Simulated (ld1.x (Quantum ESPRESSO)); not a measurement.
**What one change does to a pseudopotential (Cs (Z = 55), TM)**

ld1.x (Quantum ESPRESSO) 7.5 input, shortened:

```
&input
   title='Cs', zed=55., rel=2, dft='WC', iswitch=3,
   config='[Xe] 5d0 6s1 6p0', rel_dist='average'
 /
 &inputp
   pseudotype=2, tm=.true., lloc=0,
   nlcc=.true.
 /
3
6P  2  1   0.00   0.00  3.35  3.35  0.0
5D  3  2   0.00   0.00  4.20  4.20  0.0
6S  1  0   1.00   0.00  4.20  4.20  0.0
 &test
   configts(1)='5d0 6s1 6p0'
 /
```

Open shells are filled in proportion to 2j + 1 (rel_dist='average').

All-electron outer shells of the reference configuration (Wu–Cohen, scalar-relativistic, ld1.x):

```json
{"shell": "5s", "level (eV)": "-26.82", "outermost node (bohr)": "0.82", "outermost maximum (bohr)": "1.54"}
{"shell": "5p", "level (eV)": "-13.57", "outermost node (bohr)": "0.89", "outermost maximum (bohr)": "1.79"}
{"shell": "6s", "level (eV)": "-2.04", "outermost node (bohr)": "2.11", "outermost maximum (bohr)": "4.92"}
{"shell": "6p", "level (eV)": "-0.71", "outermost node (bohr)": "2.61", "outermost maximum (bohr)": "6.55"}
{"shell": "5d", "level (eV)": "-0.35", "outermost node (bohr)": "1.06", "outermost maximum (bohr)": "3.30"}
```

Change: wave 6s (bound): rc 4.20 bohr becomes 6s (bound): rc 3.98 bohr.

Cutoffs: the cutoffs (Ry, on a coarse ladder) from which the occupation-weighted sum of valence levels, in a spherical-Bessel basis at the reference potential, stays within 10 and 1 mRy of its value at 400 Ry; they do not see the model core or the augmentation charge, which bear on the density cutoff. Errors are all-electron minus pseudo energies relative to the spin-unpolarised reference configuration.

Q: How do hardness, ghosts and transferability respond?

A: Both files are so soft that the ladder of cutoffs tells neither apart; both files keep a bound ghost (p); the errors of the 4 common tests hardly move.

```tsv
quantity	base	changed
cutoff, loose	6 Ry	6 Ry
cutoff, tight	6 Ry	6 Ry
bound ghosts	p1/2, p3/2	p1/2, p3/2
error for 5d0 6s0.5 6p0, meV [ΔE 1.42 eV]	-2.2	-2.1
error for 5d0 6s0 6p1, meV [ΔE 1.30 eV]	-6.9	-7.0
error for 5d1 6s0 6p0, meV [ΔE 1.63 eV]	+2.6	+2.9
error for 5d0.5 6s0.5 6p0, meV [ΔE 0.83 eV]	+0.4	+0.5
s: phases at 4.53 bohr within 0.05 rad from the reference energy up to (Ry; the scan ends near 5)	n/a	n/a
p1/2: phases at 4.53 bohr within 0.05 rad from the reference energy up to (Ry; the scan ends near 5)	1.2	1.2
p3/2: phases at 4.53 bohr within 0.05 rad from the reference energy up to (Ry; the scan ends near 5)	1.1	0.4
d3/2: phases at 4.53 bohr within 0.05 rad from the reference energy up to (Ry; the scan ends near 5)	0.7	0.7
d5/2: phases at 4.53 bohr within 0.05 rad from the reference energy up to (Ry; the scan ends near 5)	0.7	0.7
```

Base: The cutoffs count occupied waves only; the empty 6p level needs 25 Ry at the loose tolerance. Changed file: The cutoffs count occupied waves only; the empty 6p level needs 25 Ry at the loose tolerance. A true bound ghost makes a file unfit for plane-wave use even where its test errors are small: the radial tests pick states by their node count and pass the ghost by.
